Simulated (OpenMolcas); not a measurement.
Mn2+ with 6 ligands (chloride) in octahedral coordination (Oh). A charge of +0.667 e stands 2.8 Å behind each ligand. Ligand basis ANO-RCC-VDZP.

```
Program             : OpenMolcas
Method              : CASSCF
Basis               : ANO-RCC-VDZP [5s4p2d1f]
Scalar Hamiltonian  : DKH2, point nucleus
Active space        : 5 electrons in 5 orbitals (3d)
State averaging     : 2S+1 = 6 even, 1 root; 2S+1 = 4 even, 24 roots; 2S+1 = 2 even, 75 roots
Spin-orbit coupling : state interaction with AMFI integrals over the reference wave functions
```

All ligands move together. At R = 2.56 Å |10Dq| is 4192 cm-1, and at R = 2.76 Å it is 2515 cm-1.

Problem. A third run gives 3879 cm-1. What distance was it run at?

Solution. With a power law R^-n the two known points give n = -ln(2515 / 4192) / ln(2.76 / 2.56) = 6.79. Then R = 2.56 × (4192 / 3879)^(1/6.79) = 2.589 Å. The run was at 2.59 Å, so the estimate is off by -0.001 Å.

Without dynamic correlation the repulsion within the d shell is too large (B by tens of per cent), so at a given field states of lower spin stand too high. Ligand-to-metal charge-transfer states are missing. With no ligand orbital active B as a rule stays too high, so bands that hang on it stand too high and its fall with covalency is understated. With metal d orbitals alone and no dynamic correlation the field as a rule comes out too small, by tens of per cent, by up to half for chloride and softer ligands. A group larger than the point group allows holds several states that coincide in this model. No measured value stands beside these numbers; the geometry was imposed, not optimised, and the real ion may take another.
